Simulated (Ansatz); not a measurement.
`O[SiH2][SiH]([SiH3])S` + `[NH2][AlH][OH]` → `[NH2][AlH][SiH2]O` + `O[SiH]([SiH3])S`  (redistribution)

Computed with Ansatz on PBE0-D4/def2-TZVP structures; ΔE is electronic, products minus reactants. CCSD(T)/CBS is the MP2 limit (def2-TZVPP, def2-QZVPP) plus CCSD(T) − MP2 in def2-TZVPP, frozen cores. This one scheme is used for every species. DFT in def2-TZVPP. One conformer a species, not always the lowest.

`O[SiH2][SiH]([SiH3])S`:

Cartesian coordinates in Å:
```
O 1.117 2.290 1.026
Si 0.487 1.541 -0.311
Si -0.593 -0.348 0.540
Si -0.887 -1.995 -1.093
S 0.717 -1.158 2.038
H 1.683 3.052 0.891
H -0.445 2.443 -1.048
H 1.568 1.146 -1.259
H -1.921 0.022 1.111
H -1.391 -3.254 -0.484
H -1.873 -1.522 -2.103
H 0.407 -2.268 -1.772
H 1.131 0.050 2.462
```

`[NH2][AlH][OH]`:

Z-matrix (Å, degrees):
```
N
Al 1 1.760
H 1 1.006 2 124.4
H 1 1.007 2 125.1 3 -180.0
O 2 1.698 1 116.8 3 -180.0
H 2 1.579 1 120.8 3 -0.1
H 5 0.955 2 123.2 1 180.0
```

`[NH2][AlH][SiH2]O`:

Z-matrix (Å, degrees):
```
Si
Al 1 2.466
O 1 1.666 2 112.2
H 1 1.498 2 111.5 3 -124.3
H 1 1.490 2 112.0 3 117.1
N 2 1.771 1 115.9 3 -8.9
H 2 1.589 1 126.9 3 170.1
H 3 0.958 1 116.4 2 -59.9
H 6 1.008 2 125.3 1 179.4
H 6 1.008 2 124.5 1 -4.5
```

`O[SiH]([SiH3])S`:

```xyz
10

O    -0.643    1.769    0.417
Si   -0.612    0.160    0.065
Si    1.489   -0.268   -0.860
S    -0.841   -1.077    1.806
H    -1.345    2.085    0.990
H    -1.737   -0.215   -0.835
H     1.495   -1.642   -1.429
H     2.527   -0.178    0.201
H     1.806    0.706   -1.937
H    -2.139   -1.339    1.581
```

```tsv
level	ΔE (kcal/mol)
ωB97M-V	13.8
B2PLYP	13.4
PBE	12.1
HF/def2-TZVPP	11.7
MP2/def2-TZVPP	15.2
CCSD/def2-TZVPP	13.5
HF/def2-QZVPP	11.6
HF/CBS(def2)	11.6
```

Problem. What does CCSD(T)/CBS give? (An estimate is asked.)

Solution. Computed: +14.0 kcal/mol. The listed levels differ from it by -0.2, -0.6, -1.9, -2.3, 1.2, -0.5, -2.4, -2.4 kcal/mol.

Largest T1 diagnostic among the species: 0.013.

The D4 term adds +1.5 kcal/mol with B3LYP and +0.9 kcal/mol with PBE0; it sums over pairs of atoms, weighted by their polarisabilities, and B3LYP, whose exchange is more repulsive, gets the larger term. In def2-TZVPP, CCSD(T) changes the Hartree–Fock value by +2.1 kcal/mol (the triples alone add +0.2 kcal/mol) and MP2 by +3.6 kcal/mol.

B3LYP here is the variant with VWN-RPA as its local correlation; programs differ in this.
